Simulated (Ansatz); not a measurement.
System: AsH2 (charge -1, singlet). Whether it binds its extra electron was not tested at this geometry. 
Geometry from a B3LYP-D3(BJ)/def2-TZVP (Ansatz, a program for electronic structure) optimisation:
```xyz
3

As    -0.0195    -0.0293     0.0512
H     -0.5798     1.1153    -0.8257
H      1.2223    -0.1482    -0.8637
```
Charge -1, spin multiplicity 1.

**Question.** Give the harmonic wavenumbers at B3LYP-D3(BJ)/def2-TZVP (Ansatz, finite differences of forces, unscaled).

**Answer.** 973, 2018, 2018 cm⁻¹. Zero-point energy 7.2 kcal/mol.

**Question.** From these and the geometry, give the ideal-gas thermochemistry at 298.15 K and 1 atm (rigid rotor, harmonic oscillator).

**Answer.** Point group C2v, rotational symmetry number 2. Rotational constants 217.8, 207, 106.1 GHz. S(trans) 38.94, S(rot) 13.49, S(vib) 0.11, S(elec, spin only) 0.00, S 52.5 cal/(mol K). H(298) - H(0) 2.40 kcal/mol; G - E(el) -6.1 kcal/mol.
